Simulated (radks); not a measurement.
Values are calculated unless marked as measured or tabulated.
Nd13+, configuration [Kr] 4d10 5s1. Code: a radial shooting solver on a logarithmic mesh with Libxc functionals. Model: non-relativistic Kohn-Sham, TPSS, spin-polarised, spherical densities, point nucleus; open shells are filled with parallel spins first (spin-orbit coupling, left out, can overturn this in heavy ions); meta-GGA in the generalised Kohn-Sham scheme; relativity is left out, which matters for an element this heavy.

Unscreened Slater integrals over Kohn-Sham orbitals (cm^-1). They are taken over the spin-up orbitals. Empty in this configuration: 5p.

integral,value
"F0(5s,5s)",156960
"F0(5s,4d)",189140
"G2(5s,4d)",20515
"F0(5s,4p)",190590
"G1(5s,4p)",17206
"F0(5s,4s)",191260
"G0(5s,4s)",12426
"F0(5s,5p)",153220
"G1(5s,5p)",106210
"F0(4d,4d)",295390
"F2(4d,4d)",151730
"F4(4d,4d)",102250
"F0(4d,4p)",301390
"F2(4d,4p)",156240
"G1(4d,4p)",197350
"G3(4d,4p)",124720
"F0(4d,4s)",304370
"G2(4d,4s)",153280
"F0(4d,5p)",182360
"F2(4d,5p)",61016
"G1(4d,5p)",17565
"G3(4d,5p)",17873
"F0(4p,4p)",308170
"F2(4p,4p)",162630
"F0(4p,4s)",311330
"G1(4p,4s)",213050
"F0(4p,5p)",183710
"F2(4p,5p)",59069
"G0(4p,5p)",12482
"G2(4p,5p)",16586
"F0(4s,4s)",314670
"F0(4s,5p)",184310
"G1(4s,5p)",15660
"F0(5p,5p)",149830
"F2(5p,5p)",81404
